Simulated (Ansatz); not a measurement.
Compare A (`C[SiH]1C=N1`) with its isomer B (`C#CN[SiH3]`).

Computed with Ansatz on PBE0-D4/def2-TZVP structures; ΔE is electronic, products minus reactants. CCSD(T)/CBS is the MP2 limit (def2-TZVPP, def2-QZVPP) plus CCSD(T) − MP2 in def2-TZVPP, frozen cores. Functionals use def2-TZVPP. B3LYP here is the variant with VWN-RPA as its local correlation; programs differ in this.

(1) Which is lower in electronic energy at CCSD(T)/CBS, and by how much? (An estimate is asked.)

(2) Give E(B) − E(A) in kcal/mol with B3LYP-D4, CCSD(T)/def2-SVP, B2PLYP, LDA (SPW92), B3LYP, PBE0-D4, HF/def2-TZVPP. (Best estimate.)

(3) Does the order hold for the free energy at 298.15 K (harmonic terms from PBE0-D4)? (An estimate is asked.)

Largest T1 diagnostic: 0.014.

## Answers

(1) The calculation gave: A, by 9.7 kcal/mol.

(2) The calculation gave: B3LYP-D4 7.3, CCSD(T)/def2-SVP 7.8, B2PLYP 7.7, LDA (SPW92) 11.9, B3LYP 7.2, PBE0-D4 12.4, HF/def2-TZVPP 1.5. None reverses the order clearly.

(3) The calculation gave: Yes: G(B) − G(A) = +6.1 kcal/mol.

From r2SCAN to r2SCAN0 (25 % exact exchange), in def2-TZVPP and without D4, E(B) − E(A) moves by −1.0 kcal/mol. Leaving LDA and LC-ωPBE aside and taking each functional with its dispersion term where it has one, the values, not all of them listed here, spread over 7.9 kcal/mol, from BHLYP-D4 to B97M-V. LDA lies −1.4 kcal/mol from PBE without D4.
